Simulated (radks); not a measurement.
The nuclear charge of the caesium ion Cs2+ is varied continuously with 53 electrons held in [Kr] 4d10 5s2 5p5. Calculated with a radial shooting solver on a logarithmic mesh with Libxc functionals: Dirac Kohn-Sham, PBE, spin-unpolarised, spherical densities, finite nucleus; open shells are shared between the two j in proportion to 2j + 1; Fermi nuclear charge, rms radius 4.8041 fm. By the Hellmann-Feynman theorem dE/dZ = E(electron-nucleus)/Z, the electronic potential at the nucleus (averaged over a nucleus of fixed radius).

[
 {"Z": "54", "E (hartree)": "-7449.54135", "E(electron-nucleus)/Z (hartree)": "-335.086", "HOMO": "5p3/2", "e(HOMO) (eV)": "-16.576", "<r> HOMO (bohr)": "2.219"},
 {"Z": "54.25", "E (hartree)": "-7533.5838", "E(electron-nucleus)/Z (hartree)": "-337.254", "HOMO": "5p3/2", "e(HOMO) (eV)": "-19.323", "<r> HOMO (bohr)": "2.161"},
 {"Z": "54.5", "E (hartree)": "-7618.1683", "E(electron-nucleus)/Z (hartree)": "-339.423", "HOMO": "5p3/2", "e(HOMO) (eV)": "-22.178", "<r> HOMO (bohr)": "2.108"},
 {"Z": "54.75", "E (hartree)": "-7703.2955", "E(electron-nucleus)/Z (hartree)": "-341.595", "HOMO": "5p3/2", "e(HOMO) (eV)": "-25.139", "<r> HOMO (bohr)": "2.058"},
 {"Z": "55", "E (hartree)": "-7788.9659", "E(electron-nucleus)/Z (hartree)": "-343.768", "HOMO": "5p3/2", "e(HOMO) (eV)": "-28.201", "<r> HOMO (bohr)": "2.012"},
 {"Z": "55.25", "E (hartree)": "-7875.1799", "E(electron-nucleus)/Z (hartree)": "-345.944", "HOMO": "5p3/2", "e(HOMO) (eV)": "-31.363", "<r> HOMO (bohr)": "1.969"},
 {"Z": "55.5", "E (hartree)": "-7961.9382", "E(electron-nucleus)/Z (hartree)": "-348.122", "HOMO": "5p3/2", "e(HOMO) (eV)": "-34.623", "<r> HOMO (bohr)": "1.929"},
 {"Z": "55.75", "E (hartree)": "-8049.2414", "E(electron-nucleus)/Z (hartree)": "-350.303", "HOMO": "5p3/2", "e(HOMO) (eV)": "-37.978", "<r> HOMO (bohr)": "1.890"},
 {"Z": "56", "E (hartree)": "-8137.0900", "E(electron-nucleus)/Z (hartree)": "-352.487", "HOMO": "5p3/2", "e(HOMO) (eV)": "-41.426", "<r> HOMO (bohr)": "1.854"}
]

The central difference of E at Z = 55 is -343.769 hartree, to compare with the third column; the second derivative is -8.7 hartree.
